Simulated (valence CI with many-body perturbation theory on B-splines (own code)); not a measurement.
Cs49+: E2, E3, M1, M2 decay

Computed by relativistic CI+MBPT: four valence electrons over a frozen Dirac-Fock core [He], radial functions for each j: 11 s, 11 p, 10 d, 8 f, 5 g, 2 h, with the one-electron correlation potential Σ1, the two-electron term Σ2, the three-electron term Σ3, Breit, model QED; selected CI, second order for the rest, scaled by the run's own slope (own B-spline code, finite nucleus).

No measured spectrum was set against this ion. As an estimate, large intervals hold to a few tenths of a per cent, small ones and those within an open d or f shell to about a per cent. Among the levels kept, up to 890 cm⁻¹ of a level comes from second order outside the variational space, and about a tenth of that is noise between levels of different J, which matters for small intervals.

Lines 1 to 50 of 73 in falling wavelength, among levels below 53702 × 10³ cm⁻¹, chosen from the decays that carry over 1 % of a level's rate. Wavelengths and rates use the calculated energies. Electric multipoles are in the length gauge with retardation, E1 and E2 with the static RPA response of the core. M1 uses the relativistic operator with retardation. Weak lines are less certain than strong ones. Lines between different terms over intervals too small for the method are left out, as are lines whose strength nearly cancels.

Levels are named by their leading jj configuration (3d3/2^4 stands for four electrons in 3d with j = 3/2), which in mixed levels can hold well under half, so a name can repeat and another be missing. Letters in brackets count levels of one name in rising energy.

| λ vac (nm) | Upper | Lower | Type | A (s⁻¹) | Branch % |
| --- | --- | --- | --- | --- | --- |
| 78.04 | (2s^2 2p1/2 2p3/2) J=2 | (2s^2 2p1/2 2p3/2) J=1 | M1 | 1.07e+04 | 2.3 |
| 3.428 | (2s^2 2p1/2 2p3/2) J=1 | (2s^2 2p1/2^2) J=0 | M1 | 3.09e+08 | 100.0 |
| 3.309 | (2s^2 2p3/2^2) J=2 | (2s^2 2p1/2 2p3/2) J=2 | M1 | 2.55e+08 | 24.6 |
| 3.283 | (2s^2 2p1/2 2p3/2) J=2 | (2s^2 2p1/2^2) J=0 | E2 | 4.55e+05 | 97.7 |
| 3.175 | (2s^2 2p3/2^2) J=2 | (2s^2 2p1/2 2p3/2) J=1 | M1 | 2.59e+08 | 25.0 |
| 2.870 | (2s^2 2p3/2^2) J=0 | (2s^2 2p1/2 2p3/2) J=1 | M1 | 6.57e+08 | 48.7 |
| 0.2717 | (2s^2 2p3/2 3d5/2) J=4 | (2s 2p3/2^3) J=2 | E2 | 6.83e+08 | 2.3 |
| 0.2530 | (2s^2 2p3/2 3d5/2) J=4 | (2s 2p1/2 2p3/2^2) J=2 [b] | E2 | 5.27e+08 | 1.8 |
| 0.2526 | (2s 2p1/2 2p3/2 3p1/2) J=0 | (2s 2p1/2 2p3/2^2) J=2 [b] | E2 | 1.61e+11 | 1.6 |
| 0.2513 | (2s^2 2p1/2 3p1/2) J=1 | (2s^2 2p1/2 2p3/2) J=2 | E2 | 2.34e+11 | 31.3 |
| 0.2512 | (2s 2p1/2^2 3p1/2) J=0 | (2s 2p1/2^2 2p3/2) J=2 | E2 | 4.51e+11 | 14.9 |
| 0.2505 | (2s^2 2p1/2 3p1/2) J=1 | (2s^2 2p1/2 2p3/2) J=1 | E2 | 2.30e+11 | 30.8 |
| 0.2501 | (2s^2 2p3/2 3p1/2) J=1 | (2s^2 2p3/2^2) J=2 | E2 | 2.43e+11 | 9.7 |
| 0.2500 | (2s^2 2p3/2 3p1/2) J=2 | (2s^2 2p3/2^2) J=2 | E2 | 3.10e+11 | 1.9 |
| 0.2498 | (2s^2 2p1/2 3p1/2) J=0 | (2s^2 2p1/2 2p3/2) J=2 | E2 | 4.43e+11 | 20.0 |
| 0.2498 | (2s^2 2p3/2 3d5/2) J=4 | (2s 2p1/2 2p3/2^2) J=3 | E2 | 2.19e+09 | 7.4 |
| 0.2496 | (2s 2p1/2 2p3/2 3p3/2) J=4 | (2s 2p1/2 2p3/2^2) J=2 [b] | E2 | 1.22e+10 | 2.5 |
| 0.2489 | (2s 2p3/2^2 3p1/2) J=0 | (2s 2p3/2^3) J=2 | E2 | 2.62e+11 | 21.6 |
| 0.2478 | (2s 2p3/2^2 3p3/2) J=4 | (2s 2p3/2^3) J=2 | E2 | 7.17e+10 | 11.2 |
| 0.2476 | (2s 2p1/2 2p3/2 3p1/2) J=0 | (2s 2p1/2 2p3/2^2) J=2 [a] | E2 | 1.13e+11 | 1.1 |
| 0.2464 | (2s 2p1/2 2p3/2 3p3/2) J=4 | (2s 2p1/2 2p3/2^2) J=3 | E2 | 1.29e+11 | 25.9 |
| 0.2463 | (2s 2p1/2 2p3/2 3p3/2) J=0 [b] | (2s 2p1/2 2p3/2^2) J=2 [b] | E2 | 2.28e+11 | 6.3 |
| 0.2459 | (2s 2p1/2 2p3/2 3p3/2) J=1 [d] | (2s 2p1/2 2p3/2^2) J=2 [b] | E2 | 1.33e+11 | 1.6 |
| 0.2454 | (2s 2p1/2 2p3/2 3p3/2) J=1 [d] | (2s 2p1/2 2p3/2^2) J=1 [a] | E2 | 1.13e+11 | 1.3 |
| 0.2453 | (2s 2p1/2^2 3p3/2) J=2 | (2s 2p1/2^2 2p3/2) J=2 | E2 | 1.58e+11 | 1.9 |
| 0.2452 | (2s^2 2p3/2 3p3/2) J=1 | (2s^2 2p3/2^2) J=2 | E2 | 1.59e+11 | 3.3 |
| 0.2452 | (2s^2 2p1/2 3p3/2) J=2 | (2s^2 2p1/2 2p3/2) J=2 | E2 | 1.57e+11 | 13.7 |
| 0.2449 | (2s^2 2p3/2 3p3/2) J=3 | (2s^2 2p3/2^2) J=2 | E2 | 1.40e+11 | 1.2 |
| 0.2447 | (2s 2p1/2 2p3/2 3p3/2) J=4 | (2s 2p1/2 2p3/2^2) J=2 [a] | E2 | 8.15e+09 | 1.6 |
| 0.2444 | (2s^2 2p1/2 3p3/2) J=2 | (2s^2 2p1/2 2p3/2) J=1 | E2 | 7.02e+10 | 6.1 |
| 0.2441 | (2s 2p3/2^2 3p3/2) J=0 | (2s 2p3/2^3) J=2 | E2 | 9.99e+10 | 3.7 |
| 0.2424 | (2s 2p1/2 2p3/2 3d5/2) J=5 | (2s 2p1/2 2p3/2^2) J=3 | M2 | 6.84e+09 | 35.2 |
| 0.2424 | (2s 2p1/2 2p3/2 3d5/2) J=5 | (2s 2p1/2 2p3/2^2) J=3 | E3 | 3.21e+08 | 1.7 |
| 0.2415 | (2s 2p1/2 2p3/2 3p3/2) J=0 [b] | (2s 2p1/2 2p3/2^2) J=2 [a] | E2 | 6.93e+10 | 1.9 |
| 0.2410 | (2s^2 2p3/2 3d5/2) J=4 | (2s^2 2p3/2^2) J=2 | M2 | 6.50e+09 | 21.8 |
| 0.2410 | (2s^2 2p3/2 3d5/2) J=4 | (2s^2 2p3/2^2) J=2 | E3 | 4.50e+08 | 1.5 |
| 0.2320 | (2s^2 2p3/2 3d5/2) J=4 | (2s 2p1/2^2 2p3/2) J=2 | E2 | 3.28e+09 | 11.0 |
| 0.2295 | (2s 2p3/2^2 3p3/2) J=4 | (2s 2p1/2 2p3/2^2) J=3 | E2 | 1.16e+11 | 18.1 |
| 0.2291 | (2s 2p1/2 2p3/2 3p3/2) J=4 | (2s 2p1/2^2 2p3/2) J=2 | E2 | 2.47e+11 | 49.7 |
| 0.2290 | (2s 2p3/2^2 3p3/2) J=0 | (2s 2p1/2 2p3/2^2) J=2 [b] | E2 | 2.60e+11 | 9.5 |
| 0.2286 | (2s 2p1/2 2p3/2 3p3/2) J=1 [d] | (2s 2p1/2^2 2p3/2) J=1 | E2 | 1.41e+11 | 1.7 |
| 0.2283 | (2s^2 2p3/2 3p3/2) J=1 | (2s^2 2p1/2 2p3/2) J=2 | E2 | 1.91e+11 | 4.0 |
| 0.2281 | (2s^2 2p1/2 3p3/2) J=2 | (2s^2 2p1/2^2) J=0 | E2 | 2.13e+11 | 18.6 |
| 0.2280 | (2s 2p3/2^2 3p3/2) J=4 | (2s 2p1/2 2p3/2^2) J=2 [a] | E2 | 1.90e+11 | 29.5 |
| 0.2273 | (2s^2 2p3/2 3p3/2) J=3 | (2s^2 2p1/2 2p3/2) J=1 | E2 | 1.28e+11 | 1.1 |
| 0.2273 | (2s^2 2p3/2 3p3/2) J=2 | (2s^2 2p1/2 2p3/2) J=2 | E2 | 1.52e+11 | 1.2 |
| 0.2256 | (2s 2p1/2 2p3/2 3d5/2) J=5 | (2s 2p1/2^2 2p3/2) J=2 | E3 | 8.15e+08 | 4.2 |
| 0.2246 | (2s^2 2p3/2 3d5/2) J=4 | (2s^2 2p1/2 2p3/2) J=2 | M2 | 2.61e+09 | 8.8 |
| 0.2246 | (2s^2 2p3/2 3d5/2) J=4 | (2s^2 2p1/2 2p3/2) J=2 | E3 | 3.37e+08 | 1.1 |
| 0.2240 | (2s^2 2p3/2 3d5/2) J=4 | (2s^2 2p1/2 2p3/2) J=1 | E3 | 5.52e+08 | 1.9 |
